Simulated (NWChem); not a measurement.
Species: CH5FO2Si; SMILES FC[SiH](O)O

```xyz
10

O      1.4980    -0.7043    -0.4674
Si     0.0371    -0.4295     0.2727
O     -1.0228    -1.6059    -0.2069
C     -0.7611     1.1788    -0.2941
F      0.0127     2.2377     0.1545
H      2.2878    -0.4170    -0.0016
H      0.2526    -0.3905     1.7513
H     -0.7159    -2.5165    -0.1753
H     -0.8304     1.2201    -1.3957
H     -1.7862     1.2854     0.1034
```
Atoms are numbered in this order, from 1.

Computed with NWChem. Pople sets run with spherical d functions. All runs use the structure optimised with PBE0/def2-SVP. Atomic charges in e: unrestrained fits to the electrostatic potential beside Mulliken populations; buried atoms are poorly determined by the fit.

For level B3LYP/def2-SVP:

| Item | Value |
|---|---|
| ESP O1 | -0.67 |
| Mulliken O1 | -0.40 |
| ESP Si2 | 0.86 |
| Mulliken Si2 | 0.70 |
| ESP O3 | -0.72 |
| Mulliken O3 | -0.39 |
| Mulliken C4 | 0.08 |
| Mulliken F5 | -0.29 |

Problem. Estimate the same quantities for level Hartree-Fock/6-31G*.

Solution. The ESP O1 comes out as -0.78 and the Mulliken O1 is -0.90. The ESP Si2 is 1.06 and the Mulliken Si2 is 1.28. The ESP O3 comes out as -0.83, the Mulliken O3 is -0.90 and the Mulliken C4 is -0.15. The Mulliken F5 is -0.45.
